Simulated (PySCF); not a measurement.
Radial density of Dy⁺ (dysprosium, charge +1)

TPSSh, [Xe] 4f9 6s1 6p1, one real determinant (an excited configuration). Computed with PySCF 2.14 in x2c-TZVPPall with one added diffuse shell each of s, p, d, f type (12s8p8d5f2g, 129 functions), with scalar relativity by spin-free X2C-1e.

```
r (bohr)  4πr²ρ (e/bohr)  4πr²(ρα − ρβ)
  0.0253           78.08         0.0058
  0.0426           95.31         0.0141
  0.0716           116.1         0.0101
   0.120           88.34         0.1055
   0.203           101.3         1.0444
   0.341           45.72         4.3310
   0.573           50.76         6.4810
   0.964           17.03         3.4916
    1.62           6.770         0.6816
    2.73           1.022         0.5259
    4.59          0.4394         0.4373
    7.71         0.02148         0.0215
    13.0       6.766e-05         0.0001
```

Densities and radii are taken from the X2C orbitals without a picture-change correction, which distorts them close to the nucleus.

⟨L²⟩ = 26.95 against 42 for a pure I term, so this real determinant mixes terms. Spin-orbit coupling, absent here, splits the open shell strongly.
